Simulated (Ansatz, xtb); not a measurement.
Relative energy of two isomers of BH8NPSi+

We compare I, `BN[SiH2][PH3+]`, a singlet, with II, `[SiH3]NB[PH3+]`, a singlet. Both are isolated ions in the gas phase, relaxed with BLYP-D3(BJ)/def2-SVP; the shapes shown needn't be the lowest conformers.

I (Å):

```xyz
12

B     0.8403   -2.7063    0.2607
N     0.7115   -1.5330    1.0751
P    -2.4777   -0.6993    1.2420
Si   -0.4623   -1.3712    2.3417
H     0.0516   -3.6067    0.4537
H     1.6989   -2.7515   -0.5831
H     1.3678   -0.7565    0.9190
H    -0.2361   -0.2212    3.2563
H    -0.9105   -2.6501    2.9453
H    -2.3622    0.5240    0.5267
H    -3.6259   -0.5200    2.0637
H    -2.8920   -1.6365    0.2565
```

II (Å):

```xyz
12

B    -1.0127   -1.1416    1.4003
N    -0.5917    0.0663    1.9108
P    -1.9113   -1.2476   -0.3702
Si    0.2488    0.3017    3.5320
H    -0.6278    1.2096    4.3259
H     1.5666    0.9292    3.2275
H     0.3604   -1.0663    4.1049
H    -0.7382    0.9337    1.3781
H    -0.9033   -2.2231    1.9175
H    -1.2239   -2.1002   -1.2760
H    -2.0982   -0.0344   -1.0883
H    -3.2098   -1.8193   -0.2848
```

Energies in hartree; the thermal terms are from BLYP-D3(BJ)/def2-SVP harmonic frequencies (ideal gas, rigid rotor, one conformer each, 298.15 K, 1 atm) and include the zero-point energy:

```
                              I           II
E, CCSD(T)/def2-SVP  −713.566746  −713.578993
    E, MP2/def2-SVP  −713.487291  −713.498428
  E, MP2/def2-TZVPP  −713.921689  −713.927541
  zero-point energy     0.081118     0.080718
       H(298 K) − E     0.089762     0.089256
       G(298 K) − E     0.049336     0.049201
```

Q: Correct the CCSD(T) difference for the basis set by the MP2 change, then work out ΔE, ΔE₀, ΔH and ΔG for I → II in kcal/mol (1 Eh = 627.51 kcal/mol) and the equilibrium ratio [II]/[I].

A: 1. Differences II − I: CCSD(T) −0.012247, MP2 in the small set −0.011137, MP2 in the large set −0.005852 Eh.
2. ΔE = −0.012247 + (−0.005852 − (−0.011137)) = −0.006962 Eh = −4.37 kcal/mol.
3. ΔE₀ = ΔE + ΔZPE = −0.006962 + (−0.000400) Eh = −4.62 kcal/mol.
4. ΔH = ΔE + (−0.000506) Eh = −4.69 kcal/mol.
5. ΔG = ΔE + (−0.000135) Eh = −4.45 kcal/mol, so ΔS = (ΔH − ΔG)/T = −3.3 J/(mol K).
6. kT = 0.9442 mEh, so K = [II]/[I] = exp(−ΔG/kT) = exp(+7.52) ≈ 1.8 × 10^3.

Structure II is favoured at this temperature. An error of 1 kcal/mol in ΔG would change K by a factor of 5.4. The basis-set step is large, which makes the value less sure. Mirror images and further conformers aren't counted.

As drawn, II has 1 B–P, 1 Si–H in place of 1 P–Si, 1 B–H.

Other levels gave ΔE = −6.3 (BLYP-D3(BJ)/def2-SVP); −3.5 (HF/def2-SVP); −7.0 (MP2/def2-SVP); −7.7 (CCSD(T)/def2-SVP) kcal/mol. The correlated steps freeze 12 core orbitals. Programs: Ansatz 0.2.0.
